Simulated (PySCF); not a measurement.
Bi(F)3 anion (BiF3), SMILES [F][Bi]([F])[F] (connectivity only; charge and spin as stated), charge -1, multiplicity 2. Atoms are numbered in the order given.

```xyz
4

Bi     0.0000     0.0000     0.0000
F     -2.2157     0.0000     0.0000
F      1.1078     1.9188     0.0000
F      1.1078    -1.9188     0.0000
```
Charge -1, spin multiplicity 2.

The structure is a stationary point at B3LYP-D3(BJ)/def2-SVPD. The spin state was assumed, not searched. The isomer is the one that the SMILES or the coordinates give; other isomers of the formula were not compared. The def2 effective core potentials stand for the cores of Bi; spin–orbit coupling is left out.

Calculation: PySCF with r2SCAN/def2-TZVPD.

Mulliken values depend strongly on the basis, most of all with diffuse functions as here. ESP charges are fitted to the potential on shells at 1.4 to 2.0 van der Waals radii. Atomic charges (e):

| atom | ESP fit | Mulliken | Mulliken spin |
|---|---|---|---|
| Bi1 | ___ | 1.03 | 1.06 |
| F2 | ___ | -0.68 | -0.02 |
| F3 | ___ | -0.68 | -0.02 |
| F4 | ___ | -0.68 | -0.02 |

### Question
Complete the blanks. (Estimate from the structure and the level; the computed values follow.)

### Answer

- Bi1, ESP fit: 0.60
- F2, ESP fit: -0.53
- F3, ESP fit: -0.53
- F4, ESP fit: -0.53
